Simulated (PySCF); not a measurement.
This script is equivalent to a calculation on Tc(2+) (technetium, charge +2).

```python
from pyscf import gto, scf, dft, mp, cc
import basis_set_exchange as bse
txt = bse.get_basis("def2-SVP", elements=["Tc"], fmt="nwchem", header=False)
cut = txt.index("\nECP")
mol = gto.M(atom="Tc 0 0 0", charge=2, spin=5, symmetry="D2h",
            basis=gto.basis.parse(txt[:cut]),
            ecp={"Tc": gto.basis.parse_ecp(txt[cut:])})
mf = scf.UHF(mol)
mf.irrep_nelec = {'Ag': (3, 1), 'B1g': (1, 0), 'B2g': (1, 0), 'B3g': (1, 0), 'B1u': (1, 1), 'B2u': (1, 1), 'B3u': (1, 1)}
mf.kernel()
```

Problem. What total energy does it give?

Solution. -79.36291 hartree (calculated).

Problem. Which occupied shell lies highest, and where?

Solution. 4d α, at -30.004 eV.

Problem. What is ⟨S²⟩, and what would a pure spin state give?

Solution. 8.751, against 8.75.

Energies and moments cover only the electrons outside the core potential.
